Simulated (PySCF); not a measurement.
B(F)(H)(SH) (BFH2S), SMILES FBS.

Geometry: B3LYP-D3(BJ)/def2-TZVP. One conformer was computed; it need not be the lowest.

Computed with TDDFT-ωB97X/def2-SVPD run with PySCF.

Vertical excitations. The molecule is in vacuum. State labels are in the subgroup Cs.

Task: Give excitation energies, oscillator strengths and character. (Estimate from the structure and the level; the computed values follow.)

Result: 
```csv
state,symmetry,energy (eV),λ (nm),f,main pairs
S1,A",6.89,180,0.004,"HOMO−1→LUMO 45 %, HOMO→LUMO+1 33 %, HOMO→LUMO+4 10 %"
S2,A',6.94,179,0.143,HOMO→LUMO 93 %
S3,A",6.98,178,0.010,"HOMO−1→LUMO 50 %, HOMO→LUMO+1 30 %, HOMO→LUMO+4 8 %"
S4,A",8.23,151,0.103,"HOMO→LUMO+2 58 %, HOMO→LUMO+1 24 %"
S5,A',8.50,146,0.023,HOMO−1→LUMO+1 78 %
S6,A",9.19,135,0.028,HOMO→LUMO+3 73 %
S7,A",9.38,132,0.000,"HOMO−2→LUMO 61 %, HOMO→LUMO+4 15 %, HOMO→LUMO+3 10 %"
S8,A",9.53,130,0.005,"HOMO→LUMO+4 46 %, HOMO−2→LUMO 23 %, HOMO→LUMO+2 10 %, HOMO→LUMO+7 10 %"
S9,A',9.54,130,0.039,HOMO→LUMO+5 89 %
S10,A',9.70,128,0.293,"HOMO−1→LUMO+2 56 %, HOMO−1→LUMO+1 10 %, HOMO−1→LUMO+6 9 %"
T1,A',5.71,217,0,HOMO→LUMO 97 %
T2,A",6.40,194,0,HOMO−1→LUMO 82 %
T3,A",6.56,189,0,"HOMO→LUMO+1 50 %, HOMO→LUMO+4 18 %, HOMO−1→LUMO 13 %, HOMO→LUMO+2 8 %"
T4,A',7.71,161,0,"HOMO−1→LUMO+1 51 %, HOMO−1→LUMO+4 16 %, HOMO−1→LUMO+2 13 %"
```
Triplets are in the Tamm–Dancoff approximation, which puts them higher than full response would, so one can lie above its singlet here.
